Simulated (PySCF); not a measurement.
C₃H₇FSi, SMILES F[SiH2]C1CC1. The structure is a stationary point at PBE0-D3(BJ)/def2-SVP. This is a generated structure with no PubChem entry under its InChIKey; it may be hypothetical. The values are those of a single conformer.

### Question
Give the equilibrium geometry at PBE0-D3(BJ)/def2-SVP (PySCF confirms it by a frequency run) as a Z-matrix. (Estimate from the structure and the level; the computed values follow.)

### Answer
One answer among several that fit: 
```
C
H 1 1.0960
C 1 1.5103 2 115.64
H 3 1.0931 1 117.29 2 -3.53
H 3 1.0946 4 113.87 1 144.49
C 3 1.4894 4 118.39 5 145.86
H 6 1.0930 3 118.63 4 0.21
H 6 1.0951 7 113.77 3 145.94
Si 1 1.8475 2 116.10 3 -149.09
F 9 1.6298 1 110.97 2 63.94
H 9 1.4908 10 106.69 1 122.10
H 9 1.4928 11 110.83 10 -117.15
```
Charge 0, spin multiplicity 1.
